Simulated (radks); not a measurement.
Isoelectronic series with 8 electrons, all held in the configuration [He] 2s2 2p4, which need not be the ground one along the series. All-electron calculation, non-relativistic Kohn-Sham, PBE, spin-polarised, spherical densities, point nucleus; open shells are filled with parallel spins first (spin-orbit coupling, left out, can overturn this in heavy ions). Program: a radial shooting solver on a logarithmic mesh with Libxc functionals. Total energies (hartree) and screening constants sigma, defined by e = -(Z - sigma)^2 / (2 n^2) hartree:

ion,E (hartree),2p down,2p up,2s down
O,-75.00096,6.546,6.266,5.461
Al5+,-230.17342,5.892,5.739,5.180
Ar10+,-472.96877,5.769,5.628,5.094
V15+,-803.29505,5.714,5.577,5.053
Ni20+,-1221.13405,5.682,5.548,5.029
As25+,-1726.47954,5.662,5.529,5.012
Sr30+,-2319.32879,5.647,5.515,5.001
Tc35+,-2999.68041,5.637,5.506,4.992
Cd40+,-3767.53363,5.629,5.498,4.986
I45+,-4622.88798,5.622,5.492,4.981
Ce50+,-5565.7431,5.617,5.487,4.976
